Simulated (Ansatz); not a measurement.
Gas-phase electronic energies from Ansatz, PBE0-D4/def2-TZVP geometries. CBS: MP2 limit from def2 TZ/QZ plus the TZ coupled-cluster correction, frozen cores. Functionals use def2-TZVPP. B3LYP here is the variant with VWN-RPA as its local correlation; programs differ in this. One conformer a species, not always the lowest.

`C=CC([SiH3])=S` + `CN[SiH2]N` → `CN[SiH](N)[SiH3]` + `C=CC=S`  (formal exchange of groups at the Si–C bond)

| level | ΔE (kJ/mol) |
| --- | --- |
| B3LYP | -17.4 |
| HF/def2-TZVPP | -12.3 |

Q: What does CCSD(T)/CBS give? (An estimate is asked.)

A: Ansatz gave: -9.5 kJ/mol. The listed levels differ from it by -7.9, -2.8 kJ/mol.

Largest T1 diagnostic among the species: 0.017.
